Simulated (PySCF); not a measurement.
# A small calculation by hand: oscillator strength and radiative lifetime

H₂INSn, SMILES [NH2][Sn][I] (connectivity only; charge and spin as stated), neutral, multiplicity 1.

Coordinates come from a PBE0-D3(BJ)/def2-SVP optimisation. The def2 effective core potentials stand for the cores of I, Sn; spin–orbit coupling is left out. The values are those of a single conformer.

TDA-CAM-B3LYP/def2-SVPD (PySCF) puts the first singlet state with f over 0.02 at 4.29 eV (vertical), with the transition dipole (0.209, -0.391, 0.000) in atomic units.

### Question
Find the oscillator strength, the wavelength and the radiative lifetime that this transition would have in vacuum if emission retraced absorption.

### Answer

|μ|² = 0.1966 au, so |μ| = 1.13 D. ΔE = 4.29/27.211 = 0.1577 hartree. f = (2/3) ΔE |μ|² = 0.021 (the program prints 0.021).
λ = 1239.84/4.29 = 289 nm; ν = 34601 cm⁻¹.
Einstein's coefficient A = 0.6670 ν² f s⁻¹ (ν in cm⁻¹) = 1.6e7 s⁻¹, so τ = 1/A = 61 ns. This state is S3; the lower singlets have f = 0.018, 0.015. The figure is the radiative limit of this one transition; relaxation, internal conversion, crossing to triplets and a medium change what is measured.
